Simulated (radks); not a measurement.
Q: These are the eigenvalues of the occupied orbitals of an atom or ion with whole-number occupations (Ry). Calculated with a radial shooting solver on a logarithmic mesh with Libxc functionals: scalar-relativistic Kohn-Sham, exchange-only LDA, spin-polarised, spherical densities, point nucleus.

| orbital | eigenvalue |
|---|---|
| 1s down | -3555.586 |
| 1s up | -3555.586 |
| 2s up | -587.3037 |
| 2s down | -587.2988 |
| 2p up | -523.8960 |
| 2p down | -523.8925 |
| 3s up | -132.6028 |
| 3s down | -132.4661 |
| 3p up | -112.8727 |
| 3p down | -112.7373 |
| 3d up | -86.41071 |
| 3d down | -86.30478 |
| 4s up | -29.63580 |
| 4s down | -29.32664 |
| 4p up | -23.09594 |
| 4p down | -22.79022 |
| 4d up | -13.97284 |
| 4d down | -13.67386 |
| 5s up | -6.35332 |
| 5s down | -6.20591 |
| 5p up | -4.58069 |
| 5p down | -4.46773 |
| 4f up | -4.01952 |
| 6s up | -1.91694 |
| 6s down | -1.89623 |

Which element is it, and in what charge state? The configuration may be excited. Open shells, if any, are filled with parallel spins first.

A: Z = 63, europium, charge +3: Eu3+ in [Xe] 4f4 6s2. The list shows which subshells hold electrons but not how many an open one holds; the 1s level, -1777.8 hartree, gives Z - s = 59.6 by -(Z - s)^2/2, which with screening and relativity narrows Z to a few neighbours, and the depths of the outer levels then fix element, charge and occupations together.
